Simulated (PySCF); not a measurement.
Isomers of C5H12AlNO, from PBE0-D3(BJ)/def2-SVP geometry optimisation, gas phase in PySCF. One conformer each, no zero-point energy, no frequencies.

Problem. Which isomer lies lowest at this level?
A. `[H]/[N:1]=[CH:2]\[C@@H:3]1[CH2:4][CH2:5][CH2:6][O+:7]1[AlH3-:8]` with N1–C2–C3–C4 118°, C2–C3–C4–C5 -85°, C3–C4–C5–C6 -39°, C4–C5–C6–O7 30°, C5–C6–O7–Al8 177°: A = 2175, B = 1481, C = 1092 MHz, dipole 6.42 D
B. `[CH2:1]=[N:2][C@@H:3]1[CH2:4][CH2:5][CH2:6][O+:7]1[AlH3-:8]` with C1–N2–C3–C4 -103°, N2–C3–C4–C5 -141°, C3–C4–C5–C6 2°, C4–C5–C6–O7 22°, C5–C6–O7–Al8 100°: A = 1927, B = 1689, C = 1043 MHz, dipole 7.27 D
C. `[CH3:1][C:2]#[N+:3][AlH2-:4][O:5][CH:6]([CH3:7])[CH3:8]` with N3–Al4–O5–C6 -76°, Al4–O5–C6–C7 -48°: A = 2405, B = 888.4, C = 713.1 MHz, dipole 8.32 D

Solution. C. That is `CC#[N+][AlH2-][O]C(C)C`, 39.9 kcal/mol below the next.

```tsv
SMILES	mapped SMILES	E (Eh)	relative (kcal/mol)	relative (kJ/mol)	dipole (D)
CC#[N+][AlH2-][O]C(C)C	[CH3:1][C:2]#[N+:3][AlH2-:4][O:5][CH:6]([CH3:7])[CH3:8]	-569.39323	0.0	0.0	8.32
[H]/N=C\[C@@H]1CCC[O+]1[AlH3-]	[H]/[N:1]=[CH:2]\[C@@H:3]1[CH2:4][CH2:5][CH2:6][O+:7]1[AlH3-:8]	-569.32962	39.9	167.0	6.42
C=N[C@@H]1CCC[O+]1[AlH3-]	[CH2:1]=[N:2][C@@H:3]1[CH2:4][CH2:5][CH2:6][O+:7]1[AlH3-:8]	-569.31760	47.5	198.6	7.27
```
